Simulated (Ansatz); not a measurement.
H$_{2}$InOS (`[OH][In][SH]`) radical. Charge 0, multiplicity 2. Correlated methods include outer-core shells of In, which these sets cover unevenly. In: def2 effective core potential.

Cartesian coordinates in Å:
```
O -1.417 -0.235 0.369
In -0.058 -0.234 -1.106
S 2.142 0.406 -0.302
H -2.306 -0.482 0.099
H 1.639 0.545 0.940
```

Give the diagnostics of a CCSD(T)/def2-TZVPP run (frozen core, the Gaussian-basis code of Ansatz). (Best estimate.)

Computed: T1 = 0.0201, largest single amplitude 0.079, largest double 0.036, (T) share of the correlation energy 3.7 %, 11 CCSD cycles. ⟨S²⟩ of the UHF reference is 0.763 against 0.75 for a pure state. T1 lies under the customary mark of 0.045 for open shells.
